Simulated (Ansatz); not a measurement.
Ansatz results at the PBE0-D4/def2-TZVP geometry: size of the dipole moment (B3LYP/def2-TZVPP) 2.79 D; size of the dipole moment (PBE/def2-TZVPP) 3.03 D; size of the dipole moment (ωB97M-V/def2-TZVPP) 2.65 D.

(1) Which molecule gave them?
A. `O[B]Cl`•
B. `[CH3][Ga]([CH3])[O]`•
C. `[O][GeH2][Cl]`•
D. `[CH2]B(C)F`•

Results:

(1) B. The others give `[CH2]B(C)F`•: 1.52, 1.42, 1.51; `O[B]Cl`•: 1.99, 1.93, 1.99; `[O][GeH2][Cl]`•: 2.19, 2.23, 2.16.

B3LYP here is the variant with VWN-RPA as its local correlation; programs differ in this.
